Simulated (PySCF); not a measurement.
Ligand exchange on a metal centre used in film growth or etching (Zn Cl-NH2). Gas-phase values, no solvent. One relaxed conformer stands for each flexible species; it need not be the lowest.

The charge on the central atom (Mulliken) from two functionals at the same geometries (PBE-D3(BJ)/def2-SVP), both in PySCF: PBE-D3(BJ)/def2-TZVP and TPSSh-D3(BJ)/def2-TZVP. 

```
species                                    PBE-D3(BJ)/def2-TZVP (e)  TPSSh-D3(BJ)/def2-TZVP (e)
-----------------------------------------  ------------------------  --------------------------
0 of 2 Cl replaced by NH2 ([Zn(Cl)2])                          0.54                        0.62
1 of 2 Cl replaced by NH2 ([Zn(Cl)(NH2)])                      0.43                        0.51
2 of 2 Cl replaced by NH2 ([Zn(NH2)2])                         0.34                        0.43
```

Over these rows, drawn at random from the members with no instability flagged (it was tested for open shells, ions and some series alone), PBE minus TPSSh-D3(BJ): mean -0.08 e, from -0.09 e to -0.08 e.
